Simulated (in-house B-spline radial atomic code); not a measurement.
La+ is squeezed into an impenetrable sphere of radius R (the orbitals vanish at R). No spin polarisation. Level of theory: scalar-relativistic (X2C) PBE, spherical fractional occupations, Fermi nucleus of rms radius 4.855 fm; calculated with a B-spline radial code for spherical atoms.

Energies in eV above the free ion in [Xe] 5d2:

```csv
R (bohr),highest level (eV),[Xe] 5d2,[Kr] 4d10 4f1 5s2 5p5 5d2,[Kr] 4d9 4f1 5s2 5p6 5d2
9.26,-7.11,0.01922,19.12,99.84
6.12,-6.25,0.6761,19.87,100.5
5.06,-4.82,2.338,21.73,102.1
4.55,-3.36,4.523,24.12,104.2
3.32,7.65,31.13,51.66,130.3
2.9,18.5,68.57,88.94,167.3
2.59,32.7,128.3,147.2,226.9
2.26,59.3,261.5,275.3,360.4
1.6,216,1336,1291,1443
1.43,315,2180,2084,2291
```

Q: Does [Kr] 4d10 4f1 5s2 5p5 5d2 fall below [Xe] 5d2 under compression?

A: Yes, between R = 2.26 and 1.6 bohr the order changes (near 2.11 bohr by linear interpolation).

Q: Does [Kr] 4d9 4f1 5s2 5p6 5d2 fall below [Xe] 5d2 under compression?

A: No, it stays above over the whole range.

The highest level is first positive in the row R = 3.32 bohr, pushed up by confinement above the zero of the free ion's potential. Each configuration is held fixed and needn't be the lowest in the sphere.
